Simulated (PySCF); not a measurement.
An unknown gives this computed stick spectrum. Level of theory: TDDFT B3LYP/def2-SVPD, vertical, gas phase, core orbitals frozen in the response in PySCF. Geometries: PBE0-D3(BJ)/def2-SVP, one conformer each.

| state | E (eV) | λ (nm) | f |
| --- | --- | --- | --- |
| S1 | 4.86 | 255.1 | 0.0001 |
| S2 | 5.06 | 245.3 | 0.421 |
| S3 | 5.88 | 210.8 | 0.0004 |
| S4 | 6.26 | 198.1 | 0.0001 |
| S5 | 6.48 | 191.4 | 0.011 |
| S6 | 6.53 | 189.7 | 0.109 |
| S7 | 6.80 | 182.4 | 0.032 |
| S8 | 6.81 | 182.0 | 0.010 |
| S9 | 6.87 | 180.4 | 0.0009 |
| S10 | 6.98 | 177.7 | 0.015 |

Triplets computed (Tamm–Dancoff): 3.13, 4.60, 5.19, 5.75 eV.

Problem. Which structure fits? All have the formula C5H7BO2.
A. `C#C/C(C)=C/B(O)O`
B. `CC1=CC/1=C/B(O)O`
C. `C=CC1=[O+][BH2-]OC=C1`

Solution. A. Its S1, at 4.86 eV, is the highest among the candidates; the nearest of the others has S1 at 4.38 eV. S1 is HOMO-1→LUMO (98%). Löwdin shares by element: HOMO carbon 83% or more (atoms not listed hold the other 17%); LUMO carbon 58% or more, boron 11% (atoms not listed hold the other 30%). At the same level the other candidates give, for their lowest levels:
- `CC1=CC/1=C/B(O)O`: 4.38 eV (f 0.019); 5.02 eV (f 0.005); 5.66 eV (f 0.001); 5.90 eV (f 0.496); 6.02 eV (f 0.001); T1 3.51 eV; HOMO -5.79, LUMO -0.60 eV
- `C=CC1=[O+][BH2-]OC=C1`: 2.84 eV (f 0.029); 4.47 eV (f 0.001); 4.89 eV (f 0.478); 5.46 eV (f 0.022); 5.68 eV (f 0.000); T1 2.12 eV; HOMO -6.55, LUMO -3.00 eV

The values belong to the conformer `[CH:1]#[C:2]/[C:3]([CH3:4])=[CH:5]/[B:6]([OH:7])[OH:8]`: C3–C5–B6–O7 -7°, H–O7–B6–C5 179°, H–O8–B6–C5 -1°.
